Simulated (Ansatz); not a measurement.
Isomers of CH₃BClFOSi, relaxed with PBE0-D4/def2-TZVP in Ansatz; electronic energies, one conformer each and not always the lowest. Functionals use def2-TZVPP; CBS adds triple-zeta CCSD(T) − MP2 to the MP2 limit of def2-TZVPP and def2-QZVPP.

(1) Order them by energy at frozen-core CCSD(T)/CBS, lowest first. (An estimate is asked.)
A. `F[Si@H](Cl)[C@H]1BO1`
B. `FB1OC[SiH]1Cl`
C. `FC1OB(Cl)[SiH2]1`
D. `FB1OC1[SiH2]Cl`

(2) How do HF/CBS(def2), B3LYP-D4, r2SCAN-D4, B2PLYP place them (kJ/mol, against `FB1OC[SiH]1Cl`)? (An estimate is asked.)

Results:

(1) B (0.0 kJ/mol), A (26.0 kJ/mol), D (56.5 kJ/mol), C (216.6 kJ/mol).

(2) Computed: 
| isomer | HF/CBS(def2) | B3LYP-D4 | r2SCAN-D4 | B2PLYP |
| --- | --- | --- | --- | --- |
| `FB1OC1[SiH2]Cl` | 51.9 | 52.8 | 53.3 | 51.5 |
| `F[Si@H](Cl)[C@H]1BO1` | 24.1 | 28.5 | 27.8 | 25.1 |
| `FC1OB(Cl)[SiH2]1` | 223.7 | 211.5 | 210.7 | 215.0 |

B3LYP here is the variant with VWN-RPA as its local correlation; programs differ in this.
